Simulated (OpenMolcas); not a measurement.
Re3+ among 5 point charges of -1.3 e arranged as a trigonal bipyramid (D3h), 2.11 Å from the ion, with the axial distance 2.194 Å.
```
   2.1100    0.0000    0.0000  -1.30
  -1.0550    1.8273    0.0000  -1.30
  -1.0550   -1.8273    0.0000  -1.30
   0.0000    0.0000    2.1944  -1.30
   0.0000    0.0000   -2.1944  -1.30
```

```json
{
  "Program": "OpenMolcas 26.06",
  "Method": "CASSCF",
  "Basis": "ANO-RCC-VDZP [7s6p4d2f1g]",
  "Scalar Hamiltonian": "DKH2, point nucleus",
  "Active space": "4 electrons in 5 orbitals (5d)",
  "State averaging": "2S+1 = 5 even, 5 roots; 2S+1 = 3 even, 45 roots; 2S+1 = 1 even, 50 roots",
  "Spin-orbit coupling": "RASSI with atomic mean-field integrals over the reference wave functions"
}
```

(1) What is the spin-free ground state (labels of D3, the rotations of D3h)?

(2) Where is the first state of the same spin?

(3) What are the lowest two levels with spin-orbit coupling?

(4) What is χT at 300 K?

Answers

(1) 5A1, 1-fold in its orbital part, 100 % from free-ion D terms; it has the highest spin that d4 allows.

(2) 5E at 6400 cm-1 above the ground state.

(3) A 1-fold level A1, then a 2-fold level E 1936 cm-1 above it. Their leading multiplicities are 5 (76 %) and 5 (89 %).

(4) 0.20 cm3 K/mol.

Spin-orbit coupling mixes the spin-free states strongly: the lowest level takes only 46 % from its leading state, 5A1. Without dynamic correlation the repulsion within the d shell is too large (B by tens of per cent), so at a given field states of lower spin stand too high. Point charges give a weaker field than real ligands, and real ions of this kind are as a rule low spin; the high spin found here belongs to the model. Point charges carry no covalency, so the field is a model and not that of real ligands. No measured value stands beside these numbers.
